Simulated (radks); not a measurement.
Values are calculated unless marked as measured or tabulated.
Ionisation of neutral cerium, [Xe] 4f1 5d1 6s2, to Ce+, [Xe] 4f1 5d2, under several functionals. Scalar-relativistic Kohn-Sham, spin-unpolarised, spherical densities, finite nucleus; a radial shooting solver on a logarithmic mesh with Libxc functionals.

\begin{tabular}{lrrrrrr}
functional & E(Ce) (hartree) & Exc (hartree) & IE (eV) & -e(HOMO) (eV) & <r> HOMO (bohr) & IE error (eV) \\ \hline
RPBE & -8860.4119 & -209.5662 & 6.099 & 3.026 & 2.951 & +0.561 \\
LDA (Slater exchange, VWN5 correlation) & -8853.4929 & -202.6122 & 6.499 & 3.181 & 2.945 & +0.961 \\
Wu-Cohen GGA & -8859.1691 & -208.3151 & 6.215 & 3.069 & 2.951 & +0.677 \\
exchange-only LDA & -8847.8636 & -196.9103 & 5.900 & 2.208 & 3.037 & +0.361 \\
AM05 & -8853.7290 & -202.8508 & 6.180 & 3.025 & 2.944 & +0.641 \\
\end{tabular}

NIST Atomic Spectra Database: 5.539 eV (measured). Closest: exchange-only LDA. The Delta-SCF values span 0.60 eV, the total energies 12.55 hartree. The highest occupied level is 5d. Spin polarisation and multiplet splitting are left out, so open shells lie too high by an amount that depends on their filling. Spin-orbit splitting is averaged out at the scalar-relativistic level.

Beside tabulated values, note that spin-unpolarised runs miss the spin-polarisation part of the exchange energy of open shells.
